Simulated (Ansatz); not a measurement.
`C[O][Ti]([Cl])([Cl])[Cl]`. Total charge 0; spin multiplicity 1.

```xyz
9

C     1.029   -0.582   -1.151
O     0.160   -0.089   -0.178
Ti   -0.913    0.517    1.020
Cl   -2.716    1.262    0.031
Cl    0.088    2.137    2.097
Cl   -1.416   -1.110    2.393
H     1.974   -0.036   -1.104
H     0.581   -0.453   -2.139
H     1.212   -1.644   -0.970
```

List the harmonic frequencies (cm⁻¹, unscaled) at PBE0-D4/def2-TZVP in Ansatz. (Best estimate.)

The calculation gave: 39, 39, 57, 115, 115, 135, 222, 222, 394, 497, 498, 646, 1165, 1165, 1232, 1471, 1479, 1479, 3040, 3126, 3127.

Is this a minimum?

Yes, all 21 modes are real.

Give the ideal-gas thermochemistry at 298.15 K and 1 bar (rigid rotor, harmonic oscillator; point group C3v, symmetry number 3).

Zero-point energy 121.2 kJ/mol; H(298) − E = 148.6 kJ/mol; entropy 420.6 J/(mol·K), of which translation 174.0, rotation 116.2, vibration 130.4; G(298) − E = 23.2 kJ/mol. Modes under 100 cm⁻¹ are hindered rotations or soft bends, so the harmonic entropy is rough.

And at 400, 500, 600, 800 and 1000 K?


```tsv
T (K)	H − E (kJ/mol)	S (J/mol/K)	G − E (kJ/mol)
400	161.6	458.1	-21.6
500	175.5	489.1	-69.0
600	190.3	516.1	-119.3
800	222.1	561.7	-227.3
1000	256.1	599.6	-343.5
```
